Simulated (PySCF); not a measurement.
BF₃H₃P.
Cartesian coordinates in Å at the PBE0-D3(BJ)/def2-SVP level; atoms count from 1:
```
atom  x, y, z in Å
B1     1.0973   -0.0331    0.0716
P2    -0.7321    0.0151   -0.0602
F3    -1.4198   -0.8672   -1.1628
F4    -1.4070    1.3993   -0.3668
F5    -1.5730   -0.4244    1.1909
H6     1.3224   -1.2039    0.3116
H7     1.3135    0.7374    0.9888
H8     1.4524    0.3573   -1.0252
```

Method: core-valence-separated Tamm–Dancoff BHandHLYP/aug-pcX-1 (pcseg-1 on H, def2-SVPD on P) in PySCF, non-relativistic, gas phase, PBE0-D3(BJ)/def2-SVP geometry. No shift to experiment was applied.

The lowest roots of each edge with f over 0.003 (five at most, numbered afresh; weaker and dark ones are left out), with transition dipoles (au) in the frame of the coordinates:

| root | edge | E (eV) | μx | μy | μz |
| --- | --- | --- | --- | --- | --- |
| 1 | F | 685.98 | 0.0200 | 0.0215 | 0.0277 |
| 2 | F | 685.99 | -0.0187 | -0.0216 | 0.0283 |
| 3 | F | 685.99 | 0.0325 | -0.0256 | -0.0002 |
| 4 | F | 687.21 | -0.0012 | -0.0344 | 0.0056 |
| 5 | F | 687.22 | -0.0023 | 0.0051 | 0.0334 |
| 6 | B | 189.12 | 0.0923 | -0.0022 | 0.0066 |
| 7 | B | 189.98 | 0.0646 | -0.0008 | 0.0047 |
| 8 | B | 190.52 | 0.0046 | -0.0183 | -0.0683 |
| 9 | B | 190.52 | -0.0026 | -0.0680 | 0.0179 |

What are the oscillator strengths?

f = (2/3) ΔE |μ|², with ΔE in hartree (27.2114 eV):

```json
{"root": "1", "ΔE (Eh)": "25.2092", "|μ|² (au)": "0.001630", "f": "0.027", "core hole on": "F3/F4/F5"}
{"root": "2", "ΔE (Eh)": "25.2095", "|μ|² (au)": "0.001617", "f": "0.027", "core hole on": "F3/F4/F5"}
{"root": "3", "ΔE (Eh)": "25.2096", "|μ|² (au)": "0.001712", "f": "0.029", "core hole on": "F3/F4/F5"}
{"root": "4", "ΔE (Eh)": "25.2546", "|μ|² (au)": "0.001216", "f": "0.020", "core hole on": "F3/F4/F5"}
{"root": "5", "ΔE (Eh)": "25.2547", "|μ|² (au)": "0.001147", "f": "0.019", "core hole on": "F3/F4/F5"}
{"root": "6", "ΔE (Eh)": "6.9502", "|μ|² (au)": "0.008568", "f": "0.040", "core hole on": "B1"}
{"root": "7", "ΔE (Eh)": "6.9815", "|μ|² (au)": "0.004196", "f": "0.019", "core hole on": "B1"}
{"root": "8", "ΔE (Eh)": "7.0015", "|μ|² (au)": "0.005021", "f": "0.023", "core hole on": "B1"}
{"root": "9", "ΔE (Eh)": "7.0015", "|μ|² (au)": "0.004951", "f": "0.023", "core hole on": "B1"}
```

Molecules are fixed in this frame and the field points along z. What effective strengths 3 f cos²θ do the roots have (θ between field and μ)?

root 1 (F3/F4/F5): 0.039, root 2 (F3/F4/F5): 0.040, root 3 (F3/F4/F5): 0.000, root 4 (F3/F4/F5): 0.002, root 5 (F3/F4/F5): 0.056, root 6 (B1): 0.001, root 7 (B1): 0.000, root 8 (B1): 0.065, root 9 (B1): 0.004. Root 8 is the strongest. Averaged over all orientations cos²θ is 1/3, which gives f back. For degenerate partners only the sum has meaning, as the program may mix them freely.

Time: 6.1 s; peak memory 0.71 GiB. Hardware: an Arm Neoverse V1 with one thread, no GPU, on a shared host.
